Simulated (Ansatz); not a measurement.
Mulliken charges of `[OH][Ga]([SH])[O][SiH3]` from PBE/def2-TZVPP in Ansatz (PBE0-D4/def2-TZVP geometry).

```csv
atom,x (Å),y (Å),z (Å),charge (e)
O1,-1.961,0.121,1.349,-0.359
Ga2,-0.425,-0.720,1.064,0.489
S3,0.189,-2.381,2.322,-0.219
O4,0.632,-0.201,-0.270,-0.335
Si5,0.601,0.946,-1.430,0.331
H6,-2.123,0.837,0.729,0.184
H7,1.328,-2.536,1.625,0.127
H8,1.765,1.857,-1.281,-0.065
H9,-0.648,1.762,-1.334,-0.089
H10,0.642,0.315,-2.774,-0.065
```

Problem. By hand: the dipole of these point charges (1 e Å = 4.8032 D).

Solution. Σ q r = (0.121, 0.040, -0.133) e Å, of length 0.184 e Å = 0.88 D.

Problem. How does the dipole of the full density compare? (Best estimate.)

Solution. Computed: (0.106, 0.068, -0.149) e Å, 0.94 D; the point charges give 0.94 times that, at 10° from its direction.

Point charges leave out the atoms' own dipoles, such as those of lone pairs, and Mulliken's split depends on the basis, so the close match here is no proof of good charges.
